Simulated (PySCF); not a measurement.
Ground-state electric properties of a mixed set of molecules.

All values: PBE0/def2-SVPD (PySCF) at PBE0-D3(BJ)/def2-SVP geometries, gas phase, one conformer each. Core orbitals are frozen in the response; Δα² is half the sum of the squared differences of the principal polarisabilities.

**Question.** Rank by mean static polarisability, highest first.
A. `C=C1CC[C@H]1c1ccccc1`
B. `C=CC1=C[C@@H]2C(C(=C)C)=C[C@H]12`
C. `[H]/N=C/[SiH3]`
D. `C=C1C=CC=C(C2CC2)C=C1`

**Answer.** D (21.09 Å³), B (19.76 Å³), A (18.61 Å³), C (7.40 Å³).

**Question.** Rank by HOMO–LUMO gap, lowest first.
A. `C=C1C=CC=C(C2CC2)C=C1`
B. `C=C1CC[C@H]1c1ccccc1`
C. `C=CC1=C[C@H]2[C@@H]1C=C2C(=C)C`

**Answer.** A (3.55 eV), C (5.22 eV), B (6.54 eV).

**Question.** Rank by HOMO energy, lowest first.
A. `C=CC1=C[C@@H]2C(C(=C)C)=C[C@H]12`
B. `C=C1C=CC=C(C2CC2)C=C1`
C. `C=C1CC[C@H]1c1ccccc1`
D. `[H]/N=C/[SiH3]`

**Answer.** D (-7.51 eV), C (-6.87 eV), A (-6.35 eV), B (-5.36 eV).

All values together:

```json
{"SMILES": "C=C1CC[C@H]1c1ccccc1", "formula": "C11H12", "μ (D)": "0.57", "HOMO (eV)": "-6.87", "LUMO (eV)": "-0.33", "α (Å³)": "18.61", "Δα (Å³)": "7.45", "electrons": "78", "α per electron (Å³)": "0.239", "ΔSCF removal energy (eV)": "–"}
{"SMILES": "C=C1C=CC=C(C2CC2)C=C1", "formula": "C11H12", "μ (D)": "1.60", "HOMO (eV)": "-5.36", "LUMO (eV)": "-1.81", "α (Å³)": "21.09", "Δα (Å³)": "17.77", "electrons": "78", "α per electron (Å³)": "0.270", "ΔSCF removal energy (eV)": "–"}
{"SMILES": "C=CC1=C[C@@H]2C(C(=C)C)=C[C@H]12", "formula": "C11H12", "μ (D)": "0.37", "HOMO (eV)": "-6.35", "LUMO (eV)": "-1.13", "α (Å³)": "19.76", "Δα (Å³)": "12.66", "electrons": "78", "α per electron (Å³)": "0.253", "ΔSCF removal energy (eV)": "–"}
{"SMILES": "[H]/N=C/[SiH3]", "formula": "CH5NSi", "μ (D)": "1.81", "HOMO (eV)": "-7.51", "LUMO (eV)": "-1.05", "α (Å³)": "7.40", "Δα (Å³)": "2.83", "electrons": "32", "α per electron (Å³)": "0.231", "ΔSCF removal energy (eV)": "9.84"}
```

Conformers: `[CH2:1]=[C:2]1[CH2:3][CH2:4][C@H:5]1[c:6]1[cH:7][cH:8][cH:9][cH:10][cH:11]1` with C4–C5–C6–C7 -113°, C1–C2–C3–C4 156°, C2–C3–C4–C5 16°, C3–C4–C5–C6 -140°, C1–C2–C5–C4 -156°; `[CH2:1]=[C:2]1[CH:3]=[CH:4][CH:5]=[C:6]([CH:7]2[CH2:8][CH2:9]2)[CH:10]=[CH:11]1` with C5–C6–C7–C8 -35°; `[CH2:1]=[CH:2][C:3]1=[CH:4][C@@H:5]2[C:6]([C:7](=[CH2:8])[CH3:9])=[CH:10][C@H:11]12` with C1–C2–C3–C4 177°, C5–C6–C7–C8 2°.

A dash marks a removal energy that wasn't run or isn't settled.
